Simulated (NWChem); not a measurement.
System: ZnCl2; SMILES [Cl][Zn][Cl]

```xyz
3

Zn     0.0000     0.0000    -0.1145
Cl     2.0970     0.0000    -0.1146
Cl    -2.0970     0.0000    -0.1146
```
Atoms are numbered in this order, from 1.

Structure relaxed at the PBE0/def2-SVP level.

### Question
List the 4 lowest vertical singlet excitations from Hartree-Fock/6-31G* (spherical d), CIS (NWChem).

### Answer
| state | energy (eV) | oscillator strength | leading excitation (squared amplitude) |
|---|---|---|---|
| S1 | 7.39 | 0.000 | HOMO → LUMO (0.92) |
| S2 | 7.39 | 0.000 | HOMO−1 → LUMO (0.92) |
| S3 | 7.90 | 0.125 | HOMO−3 → LUMO (0.91) |
| S4 | 7.90 | 0.125 | HOMO−2 → LUMO (0.91) |
